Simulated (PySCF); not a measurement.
H4HfO3S, SMILES [OH][Hf]([OH])([OH])[SH], multiplicity 1. Geometry optimised at B3LYP-D3(BJ)/def2-SVP. The multiplicity is an assumed one; no other spin state was optimised. The structure was generated by enumeration; whether it is a known compound was not checked. The def2 effective core potentials stand for the cores of Hf; spin–orbit coupling is left out. Other conformers were not sampled.

Calculation: B3LYP-D3(BJ)/def2-SVP (PySCF).

Harmonic wavenumbers (cm⁻¹): 102, 119, 127, 151, 174, 176, 189, 261, 268, 305, 321, 332, 376, 521, 693, 698, 717, 2649, 3983, 3991, 3995. Rotational constants (GHz): 2.704, 1.660, 1.627; symmetry number 1.

Work out the zero-point energy and the ideal-gas rigid-rotor harmonic-oscillator thermochemistry at 298.15 K and 1 atm.

ZPE = ½ Σ hcν = ½ × 20146 cm⁻¹ = 28.80 kcal/mol. H − E(el) = 35.90 kcal/mol. Entropy in cal/(mol K): translation 42.60, rotation 28.18, vibration 28.97, total 99.75. G − E(el) = 6.16 kcal/mol. Cp = 34.84 cal/(mol K). Modes under 150 cm⁻¹ make the vibrational entropy uncertain.
